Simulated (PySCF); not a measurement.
# K⁸⁺: ionisation energy

K⁸⁺ [Ne] 3s1 [3s1/2^1, M_J = 1/2] → K⁹⁺ [Ne], as a difference of total energies. Computed with PySCF 2.14 in an uncontracted even-tempered set (20 s from 0.43 bohr⁻², ratio 2.4; 13 p from 0.56 bohr⁻², ratio 2.4; 5 d from 2.1 bohr⁻², ratio 2.6; 4 f from 3.1 bohr⁻², ratio 2.6), with the two-component X2C-1e Hamiltonian. Correlated levels: 1s2 frozen; the 52 highest virtual spinors dropped. "Screened" scales the spin-orbit matrix elements by Boettger's factors to mimic the two-electron term; Breit and QED terms are absent.

```json
{"method": "GHF (screened spin-orbit)", "ionisation energy (eV)": "175.29"}
{"method": "GMP2 (screened spin-orbit)", "ionisation energy (eV)": "175.80"}
```

Q: How much does correlation contribute at GMP2 (screened spin-orbit)?

A: 175.80 − (175.29) = 0.51 eV, measured against GHF (screened spin-orbit).

For comparison: 175.82 eV (semi-empirical (NIST evaluation); NIST Atomic Spectra Database, ionization energies).
